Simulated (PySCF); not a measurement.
A side-by-side comparison of computed properties.

First species: C₆H₉NP (charge +1).
Z-matrix (Å and degrees, GFN2-xTB geometry), rows numbered from 1:
```
N 
P   1  1.6350
C   2  1.7841  1  109.98
C   3  1.3961  2  119.52  1  -148.65
C   4  1.3826  3  119.17  2  -178.31
C   5  1.3877  4  120.14  3     0.10
C   6  1.3882  5  120.51  4    -0.07
C   7  1.3824  6  120.12  5     0.22
H   1  1.0155  2  117.80  3    49.44
H   1  1.0149  2  118.71  3  -169.71
H   2  1.3876  1  115.59  3  -123.79
H   2  1.3780  1  103.64  3   122.36
H   4  1.0810  3  120.31  2     1.95
H   5  1.0785  4  119.77  3  -179.89
H   6  1.0789  5  119.70  4   179.93
H   7  1.0789  6  120.14  5  -179.94
H   8  1.0802  3  120.22  2    -1.55
```

Second species: 2,2,3,3,3-pentafluoro-1-propanol, C3H3F5O.
Atom-mapped SMILES: `[OH:1][CH2:2][C:3]([F:4])([F:5])[C:6]([F:7])([F:8])[F:9]` (hydrogens: H10 on O1; H11, H12 on C2)

Structure used (GFN2-xTB), in Å, numbered top down from 1:
```xyz
12
C3H3F5O angstrom
O      2.248   -0.325    0.155
C      1.078    0.336   -0.191
C     -0.169   -0.379    0.358
F     -0.200   -1.661   -0.092
F     -0.153   -0.454    1.705
C     -1.482    0.318   -0.079
F     -1.478    1.599    0.296
F     -1.596    0.297   -1.411
F     -2.562   -0.256    0.432
H      2.229   -1.234   -0.174
H      1.133    1.332    0.256
H      0.954    0.426   -1.280
```

Levels: PBE0/def2-SVPD for HOMO energy, LUMO energy, HOMO–LUMO gap, static isotropic polarisability and electronic spatial extent ⟨r²⟩ about the centre of nuclear charge; TDDFT PBE0/def2-SVPD for lowest singlet excitation; TDA PBE0/def2-SVPD for lowest triplet excitation (Tamm–Dancoff); GFN2-xTB for rotational constant A and rotational constant C. Geometries: GFN2-xTB. Each species is one conformer at its optimised geometry, gas phase, non-relativistic unless stated; the electronic structure was computed with PySCF and density fitting.

The conformers computed, where there is a choice (atom-mapped SMILES and torsion angles):
- `[NH2:1][PH2+:2][c:3]1[cH:4][cH:5][cH:6][cH:7][cH:8]1`: N1–P2–C3–C4 -149°, H–N1–P2–C3 49°, H–N1–P2–C3 -170°
- `[OH:1][CH2:2][C:3]([F:4])([F:5])[C:6]([F:7])([F:8])[F:9]`: O1–C2–C3–F4 -57°, C2–C3–C6–F7 -56°, H–O1–C2–C3 58°

| property | column X | column Y |
| --- | --- | --- |
| HOMO energy | -8.99 eV | -11.70 eV |
| LUMO energy | 0.14 eV | -5.62 eV |
| HOMO–LUMO gap | 9.13 eV | 6.08 eV |
| lowest singlet excitation | 7.57 eV | 5.09 eV |
| lowest triplet excitation (Tamm–Dancoff) | 7.18 eV | 3.99 eV |
| static isotropic polarisability | 46.7 au | 92.8 au |
| electronic spatial extent ⟨r²⟩ about the centre of nuclear charge | 1038 bohr² | 1232 bohr² |
| rotational constant A | 2.529 GHz | 4.279 GHz |
| rotational constant C | 1.183 GHz | 0.911 GHz |

Question: Which column belongs to which species?

Answer: Column X is the second species and column Y the first. The first has 17 atoms and 66 electrons, the second 12 and 74; their charges are +1 and 0, their HOMO energies -11.70 eV and -8.99 eV.

Question: How does each property change from the first species to the second?

Answer: HOMO energy +2.71 eV; LUMO energy +5.76 eV; HOMO–LUMO gap +3.05 eV; lowest singlet excitation +2.48 eV; lowest triplet excitation (Tamm–Dancoff) +3.19 eV; static isotropic polarisability -46.1 au; electronic spatial extent ⟨r²⟩ about the centre of nuclear charge -194 bohr²; rotational constant A -1.750 GHz; rotational constant C +0.272 GHz.

On the first: S1 lies 0.99 eV below the HOMO–LUMO gap; its leading configuration is HOMO→LUMO, weight 0.83. No computed singlet falls in the visible range (750 to 380 nm, 1.65 to 3.26 eV); S1 lies 1.83 eV above its blue end.

On the second: The vertical singlet–triplet gap S1 − T1 is 0.39 eV (TDDFT singlet less Tamm–Dancoff triplet; S1: HOMO→LUMO, weight 0.96; T1: HOMO→LUMO, weight 0.91). In wavenumbers S1 is 61100 cm⁻¹ (1 eV = 8065.54 cm⁻¹).
